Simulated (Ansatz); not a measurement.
Program: Ansatz. Geometries: PBE0-D4/def2-TZVP. ΔE: electronic, gas phase. CCSD(T)/CBS adds triple-zeta CCSD(T) − MP2 to the extrapolated MP2 energy (def2 sets, frozen cores). DFT in def2-TZVPP. B3LYP here is the variant with VWN-RPA as its local correlation; programs differ in this. def2 core potentials past Kr. For Sn outer-core shells are correlated without core-valence functions, which leaves a few kJ/mol of doubt a bond. Each species was taken in one conformer, which may not be the lowest.

Reaction (substitution at a C–Sn bond): `[CH3][SnH]([OH])[SH]` + `O[SiH2][AlH2]` → `CO[SiH2][AlH2]` + `[OH][SnH2][SH]`

| level | ΔE (kcal/mol) | difference from CCSD(T)/CBS |
| --- | --- | --- |
| revPBE-D4 | 19.8 | -3.1 |
| BLYP-D4 | 19.3 | -3.6 |
| B3LYP-D4 | 19.5 | -3.4 |
| r2SCAN0-D4 | 20.8 | -2.1 |
| ωB97X-V | 19.5 | -3.4 |
| BHLYP | 19.0 | -3.9 |
| CCSD/def2-SVP | 15.7 | -7.2 |
| CCSD/def2-TZVPP | 21.1 | -1.8 |
| MP2/def2-QZVPP | 24.6 | 1.7 |
| CCSD/CBS(def2) | 22.5 | -0.4 |
| CCSD(T)/CBS | 22.9 | 0 |

Largest T1 diagnostic among the species: 0.013.

At CCSD(T), def2-SVP lies −7.2 kcal/mol from the extrapolated value and def2-TZVPP −1.4 kcal/mol. Leaving LDA and LC-ωPBE aside and taking each functional with its dispersion term where it has one, the values, not all of them listed here, spread over 3.0 kcal/mol, from B97M-V to PBE-QIDH. LDA lies −1.1 kcal/mol from PBE without D4. In def2-TZVPP, CCSD(T) changes the Hartree–Fock value by +4.1 kcal/mol (the triples alone add +0.4 kcal/mol) and MP2 by +6.4 kcal/mol.
